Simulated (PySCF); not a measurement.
Two species compared at the same levels of theory.

First species: C5H8N2Si.
InChI=1S/C5H8N2Si/c1-4-2-6-7-3-5(4)8/h2-3H,1,8H3

Second species: C2H8N2O3Si.
Geometry (GFN2-xTB, Å), atoms numbered from 1 in this order:
```xyz
16
C2H8N2O3Si angstrom
C      2.0166    0.5108    0.7137
O      1.4062    0.0387   -0.4627
Si    -0.0822   -0.5451   -0.6760
N     -0.4315   -1.8128    0.4372
O     -0.2065   -1.0385   -2.2130
N     -1.2943    0.7469   -0.6900
C     -1.5949    1.4137    0.4288
O     -1.0718    1.1973    1.4987
H      1.2850    0.9644    1.3814
H      2.7628    1.2520    0.4255
H      2.5076   -0.3184    1.2266
H     -0.3618   -1.5838    1.4168
H     -1.2572   -2.3699    0.2839
H      0.4626   -1.6267   -2.5494
H     -1.7754    0.9896   -1.5398
H     -2.3729    2.1907    0.3068
```

Levels: PBE0/def2-SVPD for HOMO energy, LUMO energy, HOMO–LUMO gap and static isotropic polarisability; TDDFT PBE0/def2-SVPD for lowest singlet excitation; TDA PBE0/def2-SVPD for lowest triplet excitation (Tamm–Dancoff). Geometries: GFN2-xTB. Each species is one conformer at its optimised geometry, gas phase, non-relativistic unless stated; the electronic structure was computed with PySCF and density fitting.

| property | column X | column Y |
| --- | --- | --- |
| HOMO energy | -7.48 eV | -6.52 eV |
| LUMO energy | 0.11 eV | -1.64 eV |
| HOMO–LUMO gap | 7.59 eV | 4.88 eV |
| lowest singlet excitation | 5.66 eV | 3.25 eV |
| lowest triplet excitation (Tamm–Dancoff) | 5.14 eV | 2.53 eV |
| static isotropic polarisability | 72.7 au | 96.0 au |

(1) Which column belongs to which species?

(2) How does each property change from the first species to the second?

Results:

(1) Column X is the second species and column Y the first. The first has 16 atoms and 66 electrons, the second 16 and 72.

(2) HOMO energy -0.96 eV; LUMO energy +1.75 eV; HOMO–LUMO gap +2.71 eV; lowest singlet excitation +2.41 eV; lowest triplet excitation (Tamm–Dancoff) +2.61 eV; static isotropic polarisability -23.3 au.

On the first: The polarisability is 14.22 Å³ as a volume (1 au = 0.148185 Å³), or 1.45 au for each of the 66 electrons. The principal polarisabilities are 65.2, 105.3 and 117.4 au; their mean is the isotropic value.

On the second: No computed singlet falls in the visible range (750 to 380 nm, 1.65 to 3.26 eV); S1 lies 2.40 eV above its blue end. In wavenumbers S1 is 45600 cm⁻¹ (1 eV = 8065.54 cm⁻¹).
